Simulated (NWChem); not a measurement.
System: BSiH3Cl2; SMILES [SiH3]B(Cl)Cl

Give the equilibrium geometry at PBE0/def2-SVP (NWChem) as a Z-matrix, with the point group.

point group C1; any orientation.
```
Si
H 1 1.4937
H 1 1.4961 2 109.35
H 1 1.4971 2 109.02 3 -117.93
B 1 2.0260 2 112.09 4 -120.34
Cl 5 1.7483 1 122.28 2 6.37
Cl 5 1.7511 6 118.28 1 -179.22
```
